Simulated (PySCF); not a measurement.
## Vertical excitation energies

Species: C5H7NO.
SMILES: `C=C=CCNC=O`

Method used: TDDFT wB97X-D/def2-SVPD, vertical, gas phase, core orbitals frozen in the response (PySCF). The structure is a single GFN2-xTB conformer in the gas phase; no vibrational or solvent corrections. Torsions of this conformer, `[CH2:1]=[C:2]=[CH:3][CH2:4][NH:5][CH:6]=[O:7]`: C2–C3–C4–N5 1°, C3–C4–N5–C6 -119°, C4–N5–C6–O7 -6°.

| state | E (eV) | E (kJ/mol) | λ (nm) | f | main configurations (H = HOMO, L = LUMO) |
| --- | --- | --- | --- | --- | --- |
| S1 | 5.86 | 565 | 211.5 | 0.0004 | H→L (50%), H-2→L (26%) |
| S2 | 5.88 | 567 | 211.0 | 0.0006 | H-1→L+3 (41%), H→L+3 (31%), H-2→L+3 (9%) |
| S3 | 6.55 | 632 | 189.2 | 0.0006 | H-3→L+1 (80%) |
| S4 | 7.25 | 700 | 170.9 | 0.016 | H→L+2 (40%), H→L+1 (11%), H-1→L+2 (10%) |
| S5 | 7.32 | 707 | 169.3 | 0.040 | H→L+1 (36%), H-1→L (22%), H-2→L (17%) |
| S6 | 7.42 | 716 | 167.0 | 0.174 | H-1→L+3 (19%), H→L+3 (19%), H-1→L+2 (15%) |
| S7 | 7.46 | 720 | 166.2 | 0.030 | H→L+2 (26%), H-2→L+2 (17%), H-1→L+1 (11%) |
| S8 | 7.57 | 731 | 163.7 | 0.022 | H-2→L+2 (23%), H-1→L+2 (19%), H-1→L (12%) |

Triplets, Tamm–Dancoff:

```json
{"state": "T1", "E (eV)": "4.78", "λ (nm)": "259.5", "main configurations (H = HOMO, L = LUMO)": "H-3→L (36%), H→L+1 (27%), H-2→L+1 (18%)"}
{"state": "T2", "E (eV)": "5.04", "λ (nm)": "245.8", "main configurations (H = HOMO, L = LUMO)": "H-3→L (45%), H→L+1 (22%), H-2→L+1 (16%)"}
{"state": "T3", "E (eV)": "5.41", "λ (nm)": "229.3", "main configurations (H = HOMO, L = LUMO)": "H-1→L+3 (52%), H→L+3 (28%), H-2→L+3 (10%)"}
```

The lowest singlet lies at 5.86 eV (212 nm, ultraviolet) and is dark (f under 0.0005); its leading configuration is HOMO→LUMO (50%). The most intense listed level is S6 at 7.42 eV (167 nm, f = 0.174), 1.56 eV above S1. Löwdin shares by element: HOMO carbon 35% or more, oxygen 27%, nitrogen 10% (atoms not listed hold the other 28%); LUMO carbon 66% or more, hydrogen 9% or more (atoms not listed hold the other 25%). Weighted by f, the mean energy of these states is 7.41 eV. Of the 8 states listed, 5 reach f = 0.01 and 1 stays under 0.0005. The listed states span 1.71 eV, and the widest gap between neighbours is 0.70 eV (S3 to S4). The window holds the lowest 8 singlets.

The run took 29 s wall (grids of density and orbitals included) on Arm Neoverse V2, one thread, no GPU, shared host with 96 logical CPUs at a one-minute load of 30, and the process peaked at 0.83 GiB of memory.
